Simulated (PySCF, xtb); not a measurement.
C2H8S2Sn, SMILES C[S][SnH2][S]C. Other conformers were not sampled.

Harmonic wavenumbers (cm⁻¹) from GFN2-xTB run with xtb 6.7.1 at its own minimum, in rising order: 30, 38, 70, 93, 99, 146, 184, 297, 306, 335, 413, 512, 679, 710, 723, 949, 950, 951, 953, 1317, 1323, 1357, 1437, 1446, 1449, 1452, 1530, 3030, 3042, 3047, 3050, 3055, 3057.

**Question.** What does B3LYP-D3(BJ)/def2-SVP run with PySCF give at its own minimum? (Estimate from the structure and the level; the computed values follow.)

**Answer.** 43, 65, 101, 127, 164, 168, 198, 333, 348, 387, 517, 611, 682, 696, 698, 963, 968, 969, 975, 1332, 1336, 1450, 1450, 1460, 1468, 1865, 1914, 3035, 3043, 3137, 3145, 3147, 3148. Paired by order, the mean absolute difference is 60 cm⁻¹ and the zero-point energies are 54.4 and 57.1 kcal/mol.
